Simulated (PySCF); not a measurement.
C4H4N2O3 (charge +1 and doublet state).
Geometry (GFN2-xTB, Å), atoms numbered from 1 in this order:
```
atom  x, y, z in Å
C1     2.725    0.247    0.033
O2     1.485    0.897   -0.061
C3     0.381    0.235   -0.052
N4     0.249   -1.098    0.050
O5    -1.041   -1.351    0.022
C6    -1.674   -0.174   -0.095
C7    -3.149   -0.046   -0.153
O8    -3.931   -0.929   -0.094
N9    -0.837    0.828   -0.144
H10    3.273    0.698    0.873
H11    3.304    0.497   -0.868
H12    2.632   -0.834    0.151
H13   -3.423    1.030   -0.262
```

The hyperfine couplings belong to this conformer and change with its torsions.

The species is `O(C)c1noc(C=[O+])n1` [radical] (charge +1).

Method: PySCF, UKS B3LYP, pcH-1 on C H N O, non-relativistic, mean-field spin-orbit, GIAO. One conformer (not necessarily the lowest) at the GFN2-xTB geometry, without solvent, vibrations or thermal averaging. A GFN2-xTB geometry isn't a minimum of the functional, and hyperfine couplings can be far from their values at a DFT geometry, by a factor of two or more for some ions and for spin on atoms past the first row. Stability of the SCF solution: not tested.

Question: Where do the isotropic ENDOR lines of N4, H10/H11/H12 and H13 fall at 349.3 mT, to first order?

Answer: ν± = |νn ± a/2|, one line for each electron-spin manifold; νn = |g_N| × 7.62259 MHz/T × B.

| nuclei | isotope | g_N | νn (MHz) | a_iso (MHz) | lower line (MHz) | upper line (MHz) |
| --- | --- | --- | --- | --- | --- | --- |
| N4 | 14N | 0.4038 | 1.08 | 19.36 | 8.60 | 10.75 |
| H10/H11/H12 | 1H | 5.5857 | 14.87 | 49.93 | 10.09 | 39.84 |
| H13 | 1H | 5.5857 | 14.87 | -0.55 | 14.60 | 15.15 |

Question: Which pairs are centred on the nuclear Larmor frequency, and which on half the coupling?

Answer: Centred on νn, since |a| < 2νn: H13. Centred on |a|/2 and split by 2νn: N4 and H10/H11/H12.

Question: At what field would the lower line of N4 fall to zero frequency?

Answer: Where νn = |a|/2, that is B = 9.68 MHz/(0.4038 × 7.62259 MHz/T) = 3140 mT, as far as first order holds there.

Couplings of abundant isotopes left out: N9 (-1.7 MHz).

Means are taken over nuclei equivalent by connectivity, which assumes that they swap fast. The three 1H nuclei of mean +49.9 MHz run from -1.8 to 79.4 MHz in the frozen geometry.

Largest spin populations (Mulliken): N4 (+0.49), O2 (+0.29) and O5 (+0.09).

On one thread, Arm Neoverse V1 (aarch64), shared host, this took 72 s of wall time (with the writing of density and orbital grids) and 0.94 GiB of memory at its peak.

The SMILES draws the unpaired electron on O8; the largest computed Mulliken spin population is on N4 (0.49 against 0.04).
